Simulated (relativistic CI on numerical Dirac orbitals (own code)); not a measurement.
**Spin-allowed bands of a d3 ion in an octahedral site, by hand**

Problem. Take Δ = 12800 cm⁻¹ and B = 680 cm⁻¹ for a d3 ion in an octahedral site. Calculate the three spin-allowed bands.

Working.
1. The terms of highest spin are 4F (energy 0) and 4P (15B = 10200 cm⁻¹). Here the F term splits into A2 at −1.2Δ = -15360, T2 at −0.2Δ = -2560 and T1 at +0.6Δ = 7680 cm⁻¹.
2. The two T1 states mix through the element 0.4Δ: H = [[7680, 5120], [5120, 10200]], with roots ½(H₁₁ + H₂₂) ∓ ½√[(H₂₂ − H₁₁)² + 4H₁₂²] = ½(17880) ∓ ½(10546) = 3667 and 14213 cm⁻¹.
3. The ground term is 4A2 at -15360 cm⁻¹.
4. Bands: 4T2 12800 cm⁻¹ (781 nm), 4T1(F) 19027 cm⁻¹ (526 nm), 4T1(P) 29573 cm⁻¹ (338 nm).

Check. Exact diagonalisation of the whole d3 shell with these parameters gives 4T2 12800, 4T1 19027, 4T1 29573 cm⁻¹. The match is exact, since without spin-orbit coupling no other term has this spin. The ratio of the second band to the first, 1.487, depends on Δ/B = 18.8 alone, which is how a Tanabe-Sugano diagram is read.
